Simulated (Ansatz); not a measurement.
Mulliken charges of C₂H₃F₂I, SMILES `FCC(F)I` from PBE/def2-TZVPP in Ansatz (PBE0-D4/def2-TZVP geometry).

| atom | x (Å) | y (Å) | z (Å) | charge (e) |
| --- | --- | --- | --- | --- |
| F1 | -1.033 | 1.110 | 0.962 | -0.187 |
| C2 | 0.115 | 0.405 | 0.714 | 0.041 |
| C3 | -0.092 | -0.514 | -0.466 | 0.055 |
| F4 | 1.016 | -1.289 | -0.601 | -0.150 |
| I5 | -0.436 | 0.584 | -2.279 | -0.063 |
| H6 | 0.346 | -0.211 | 1.591 | 0.093 |
| H7 | 0.937 | 1.100 | 0.525 | 0.095 |
| H8 | -0.968 | -1.151 | -0.345 | 0.116 |

**Question.** By hand: the dipole of these point charges (1 e Å = 4.8032 D).

**Answer.** Σ q r = (0.077, -0.111, 0.215) e Å, of length 0.254 e Å = 1.22 D.

**Question.** How does the dipole of the full density compare? (Best estimate.)

**Answer.** Computed: (0.073, -0.120, 0.232) e Å, 1.30 D; the point charges give 0.94 times that, at 2° from its direction.

Point charges leave out the atoms' own dipoles, such as those of lone pairs, and Mulliken's split depends on the basis, so the close match here is no proof of good charges.
